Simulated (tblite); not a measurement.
C7H9O (doublet state).
Structure used (GFN2-xTB), in Å, numbered top down from 1:
```
atom  x, y, z in Å
O1     2.5122   -0.1423   -1.2137
C2     1.4753    0.6534   -1.1759
C3     0.2933    0.1393   -0.3276
C4    -0.2098   -1.3045   -0.4242
C5    -0.6092   -1.1329    1.0300
C6    -1.1036    0.2992    1.1808
C7    -0.9941    0.9579   -0.1824
C8     0.3618   -0.0128    1.2283
H9     1.0082    0.6954   -2.1905
H10    1.7141    1.7019   -0.8881
H11    0.6072   -2.0122   -0.5401
H12   -0.9943   -1.5068   -1.1539
H13   -0.8722   -1.9158    1.7203
H14   -1.7368    0.6183    1.9914
H15   -0.8122    2.0277   -0.0968
H16   -1.7839    0.7705   -0.9102
H17    1.1370    0.1757    1.9426
```

Calculated harmonic vibrations of the isolated species, GFN2-xTB (tblite), most abundant isotopes, no scaling. The method is semi-empirical: single wavenumbers can be off by several per cent or more. One conformer, not necessarily the lowest. Open shells enter through the occupations alone, without spin polarisation, and single modes of such species can be off by tens of per cent.

Harmonic wavenumbers (cm⁻¹): 85.9, 171.6, 248.3, 358.9, 428.7, 453.1, 600.5, 640.4, 751.5, 810.3, 844.2, 853.5, 869.9, 934.8, 941.7, 953.3, 963.3, 994.7, 1025.0, 1032.4, 1044.3, 1069.7, 1088.0, 1093.3, 1128.7, 1152.1, 1169.3, 1206.3, 1225.3, 1242.4, 1265.0, 1278.6, 1368.0, 1387.3, 1469.4, 1488.3, 2604.9, 2717.5, 2978.7, 2984.2, 3010.1, 3033.3, 3098.2, 3108.5, 3157.9.

A = 4328, B = 1829, C = 1647 MHz; mass 109.065 u (most abundant isotopes); point group C1, symmetry number 1; spin multiplicity 2.

Question: Zero-point energy?

Answer: Half the sum of the wavenumbers: 30166 cm⁻¹ = 360.86 kJ/mol.

Question: Entropy at 500 K, 1 bar (ideal gas, RRHO, classical rotation)?

Answer: Translation 178.12, rotation 121.93, vibration 124.02, spin (R ln 2) 5.76: S = 429.8 J/(mol K).

Question: And Cp and H(500 K) − H(0)?

Answer: Cp = 203.51 J/(mol K), of which vibrations give 170.25 (their classical limit is 45 R = 374.2); H(500 K) − H(0) = 53.53 kJ/mol without the zero-point energy, 36.91 from vibrations.

Question: Which modes carry the vibrational entropy at 500 K?

Answer: 85.9 cm⁻¹: 19.96; 171.6 cm⁻¹: 14.27; 248.3 cm⁻¹: 11.28; 358.9 cm⁻¹: 8.41; 428.7 cm⁻¹: 7.08; 453.1 cm⁻¹: 6.67 J/(mol K); the other 39 give 56.36 together.

Question: How do the functions run with temperature in this model?

Answer: 
```tsv
T (K)	S (J/(mol K))	Cp (J/(mol K))	H − H(0) (kJ/mol)	G − H(0) (kJ/mol)	ln q(vib)
150	286.8	64.1	6.95	-36.07	0.96
250	327.3	99.8	15.01	-66.80	2.13
298.15	346.6	121.1	20.33	-83.02	2.78
400	388.6	166.1	34.99	-120.46	4.33
600	469.7	233.5	75.44	-206.38	7.86
900	576.9	293.4	155.35	-363.84	13.49
```

q(vib) and H(0) count from the zero-point level.

Question: What must be added to the electronic energy to get the Gibbs energy at 500 K and 1 bar?

Answer: ZPE + [H(500 K) − H(0)] − T·S = 360.86 + 53.53 − 214.92 = 199.47 kJ/mol.

Hindered rotation and anharmonicity are outside this model. Other conformers, if any are populated, would add a mixing term that is left out. The structure is chiral; the term R ln 2 for an equal mix with its mirror image is left out.

Hardware: one thread, Arm Neoverse V2 (aarch64), on a shared host. Cost: 0.45 s of wall time. This covers the Hessian and the dipole derivatives.
